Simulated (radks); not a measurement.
The numbers below are computed, except where a source is named.
Problem. Ionisation of Gd+, [Xe] 4f7 5d1 6s1, to Gd2+, [Xe] 4f7 5d1, under several functionals. Scalar-relativistic Kohn-Sham, spin-polarised, spherical densities, finite nucleus; open shells are filled with parallel spins first (spin-orbit coupling, left out, can overturn this in heavy ions); a radial shooting solver on a logarithmic mesh with Libxc functionals. Known Delta-SCF values: PW91 12.602 eV; exchange-only PBE 12.247 eV. What does exchange-only r2SCAN give, and what is its highest occupied eigenvalue?

Solution. 11.854 eV by Delta-SCF; the 5d eigenvalue is -8.201 eV. NIST: 12.08 eV (semi-empirical).
